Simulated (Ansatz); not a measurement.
`FB(F)OP` and `OB(F)F` differ in one atom or group.

Ansatz, PBE0-D4/def2-TZVP geometries, multiplicity 1. Each molecule was computed in one conformer, which needn't be the lowest.

```tsv
property	`FB(F)OP`
LUMO energy (B3LYP/def2-TZVPP) / eV	-0.95
LUMO energy (PBE0/def2-TZVPP) / eV	-0.70
HOMO–LUMO gap (ωB97M-V/def2-TZVPP) / eV	11.19
HOMO energy (B3LYP/def2-TZVPP) / eV	-7.63
HOMO–LUMO gap (B3LYP/def2-TZVPP) / eV	6.68
ideal-gas entropy at 298 K and 1 bar (rigid rotor, harmonic PBE0-D4/def2-TZVP) / J/(mol·K)	340
```

What does the change do to each property? (An estimate is asked.)

Computed: 
| property | `OB(F)F` | shift |
| --- | --- | --- |
| LUMO energy (B3LYP/def2-TZVPP) / eV | -0.08 | 0.87 |
| LUMO energy (PBE0/def2-TZVPP) / eV | 0.34 | 1.04 |
| HOMO–LUMO gap (ωB97M-V/def2-TZVPP) / eV | 14.85 | 3.66 |
| HOMO energy (B3LYP/def2-TZVPP) / eV | -10.45 | -2.82 |
| HOMO–LUMO gap (B3LYP/def2-TZVPP) / eV | 10.37 | 3.69 |
| ideal-gas entropy at 298 K and 1 bar (rigid rotor, harmonic PBE0-D4/def2-TZVP) / J/(mol·K) | 272 | -68 |

With PBE0 the HOMO falls by 2.92 eV and the LUMO rises by 1.04 eV, so the gap widens by about 3.96 eV. PBE moves the HOMO by -2.33 eV and ωB97M-V by -3.18 eV. The zero-point energy changes by -20.2 kJ/mol with -6 modes. Modes under 60 cm⁻¹, often nearly free rotors, make the harmonic entropy too high.

B3LYP here is the variant with VWN-RPA as its local correlation; programs differ in this.
